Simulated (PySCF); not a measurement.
Cr⁺: ionisation energy

Cr⁺ [Ar] 3d5 (6S) → Cr²⁺ [Ar] 3d4 (5D), as a difference of total energies. Calculation: PySCF 2.14, in aug-cc-pVDZ-DK (7s6p4d2f, 59 functions); scalar relativity by spin-free X2C-1e. Correlated levels: valence: [Ar] frozen. The calculations carry no spin-orbit coupling.

| method | ionisation energy (eV) | difference from reference (eV) |
| --- | --- | --- |
| UHF | 15.061 | -1.425 |
| BP86 | 17.121 | +0.635 |
| PBE | 17.112 | +0.626 |
| MP2 (valence) | 15.992 | -0.494 |
| SCS-MP2 (valence) | 15.371 | -1.115 |

Reference: 16.486 eV (measured; NIST Atomic Spectra Database, ionization energies).

The reference lies between the lowest fine-structure levels, while these numbers refer to the centres of the terms.

Errors of the correlated levels include the incompleteness of this basis and the frozen core.
